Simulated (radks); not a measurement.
Problem. Yb4+, configuration [Xe] 4f12. Method: scalar-relativistic Kohn-Sham, r2SCAN, spin-polarised, spherical densities, finite nucleus; open shells are filled with parallel spins first (spin-orbit coupling, left out, can overturn this in heavy ions); meta-GGA in the generalised Kohn-Sham scheme; Fermi nuclear charge, rms radius 5.3108 fm; computed with a radial shooting solver on a logarithmic mesh with Libxc functionals. Some entries of the table are withheld. Estimate them.

orbital  occ.  eigenvalue (eV)  r(max) (bohr)
1s up       1        -61367.89        0.01237
1s down     1        -61367.89        0.01237
2s up       1        -10468.31        0.07055
2s down     1        -10468.30        0.07055
2p up       3        -9229.900        0.05756
2p down     3        -9229.888        0.05756
3s up       1        -2414.188         0.1992
3s down     1        -2412.881         0.1992
3p up       3        -2039.039         0.1965
3p down     3        -2037.729         0.1964
3d up       5        -1581.516         0.1605
3d down     5        -1580.515         0.1605
4s up       1        -526.6737         0.4550
4s down     1        -524.0676         0.4550
4p up       3        -402.6592         0.4758
4p down     3        -400.0894         0.4758
4d up       5        -238.5969            (1)
4d down     5        -236.0496            (2)
5s up       1        -105.6777          1.050
5s down     1        -104.6298          1.055
5p up       3         -74.9523          1.184
5p down     3         -74.2458          1.190
4f up       7              (3)         0.4774
4f down     5              (4)         0.4782

Solution. 
(1) 4d up r(max) (bohr): 0.4902
(2) 4d down r(max) (bohr): 0.4902
(3) 4f up eigenvalue (eV): -58.2957
(4) 4f down eigenvalue (eV): -55.9452
